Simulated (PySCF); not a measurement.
Electron correlation in F⁻ (fluorine, charge -1)

[Ne], closed-shell 1S. All numbers are calculated (PySCF 2.14, the non-relativistic Hamiltonian (point nucleus), in dyall-acv3z (15s9p4d2f, 76 functions)). Frozen: 1s2; 8 electrons correlated; the 19 highest virtual orbitals of each spin left out.

| level | correlation energy (mhartree) |
| --- | --- |
| CCSD | -295.29 |
| (T) | -10.71 |
| CCSD(T) | -306.00 |

Diagnostics: T1 = 0.021, D1 = 0.0345, largest double amplitude 0.033.

Task: Is a single reference adequate?

Result: Yes: T1 lies below 0.03 and no double amplitude reaches 0.07.
